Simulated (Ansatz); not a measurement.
Calculated with Ansatz (gas phase, PBE0-D4/def2-TZVP geometries, no zero-point term in ΔE). CCSD(T)/CBS is the MP2 limit (def2-TZVPP, def2-QZVPP) plus CCSD(T) − MP2 in def2-TZVPP, frozen cores. This one scheme is used for every species. Functionals use def2-TZVPP. B3LYP here is the variant with VWN-RPA as its local correlation; programs differ in this. One conformer a species, not always the lowest.

`O[SiH](O)[SiH](F)F` + H₂ → `O[SiH2][SiH](F)F` + H₂O  (hydrogenolysis of the Si–O bond)

(1) Is it downhill or uphill in electronic energy at CCSD(T)/CBS, and by how much? (An estimate is asked.)

(2) What do these levels give: PBE0-D4, ωB97M-V, B2PLYP, B3LYP, HF/def2-TZVPP, HF/CBS(def2)? (An estimate is asked.)

Largest T1 diagnostic among the species: 0.012.

## Answers

(1) Ansatz gave: Uphill: ΔE = +85.6 kJ/mol.

(2) The calculation gave: PBE0-D4 80.6, ωB97M-V 88.0, B2PLYP 87.0, B3LYP 82.7, HF/def2-TZVPP 81.6, HF/CBS(def2) 82.1 kJ/mol.

The D4 term adds +5.7 kJ/mol with B3LYP and +3.1 kJ/mol with PBE0; it sums over pairs of atoms, weighted by their polarisabilities, and B3LYP, whose exchange is more repulsive, gets the larger term. In def2-TZVPP, CCSD(T) changes the Hartree–Fock value by +3.6 kJ/mol (the triples alone add +2.1 kJ/mol) and MP2 by +9.6 kJ/mol.
